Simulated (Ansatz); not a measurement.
**Energy profile**

The step: SnH₄O ([OH][SnH3]) + H₂O₂ ([OH][OH]) → SnH₄O₂ ([OH][O][SnH3]) + H₂O; bonds formed: Sn1–O7, O2–H6; bonds broken: Sn1–O2, H6–O7 (atoms numbered as in the saddle structure below).

Sn1  (-0.721, -0.720, -0.591)
O2  (1.466, -0.527, -0.327)
H3  (-0.359, -1.763, -1.917)
H4  (-1.387, -1.679, 0.655)
H5  (-1.607, 0.604, -1.192)
H6  (1.115, 0.168, 0.479)
O7  (0.044, 0.693, 1.013)
O8  (-0.042, 2.051, 0.577)
H9  (1.982, -1.278, -0.025)
H10  (-0.493, 2.451, 1.327)
(Å)

Electronic energies by CCSD(T) at an estimated basis limit (MP2 extrapolated from triple and quadruple zeta, plus CCSD(T) − MP2 in triple zeta), on PBE0-D4/def2-TZVP structures; SnH6O3, singlet; no counterpoise correction. Ansatz 0.2.0; basis: def2-TZVPP and def2-QZVPP; cores frozen in the correlated methods. Filled d shells of the heavier atoms are correlated. Core potentials replace the inner electrons of the atoms past krypton. The def2 sets are not built for correlating such inner shells, so the correlated values are less sure here. Extrapolation: Hartree–Fock as exp(−7.88 √X), correlation as X^−2.97.

Give the profile in eV, counted from the separated reactants. (Judge from chemistry; the value comes from the calculation.)

Computed:
| point | eV |
| --- | --- |
| separated: SnH4O (linked as [OH][SnH3]; Sn1, O2, H3, H4, H5, H9; singlet) + H2O2 (linked as [OH][OH]; H6, O7, O8, H10; singlet) | 0.000 |
| start structure | -0.459 |
| saddle | 0.380 |
| end structure | -0.357 |
| separated: SnH4O2 (linked as [OH][O][SnH3]; Sn1, H3, H4, H5, O7, O8, H10; singlet) + H2O (O2, H6, H9; singlet) | -0.077 |

No T1 diagnostic of these runs exceeds 0.015.

For scale, one of the runs: CCSD(T)/def2-TZVPP, 227 basis functions, launched by `ansatz run in.yaml --threads 8 --pin off --events-out ev --progress --plain --max-ram 19148MiB`. Time: 100 s of wall clock on 8 CPU threads of an Arm Neoverse V1; the host was shared. Peak host memory: 4.5 GiB.
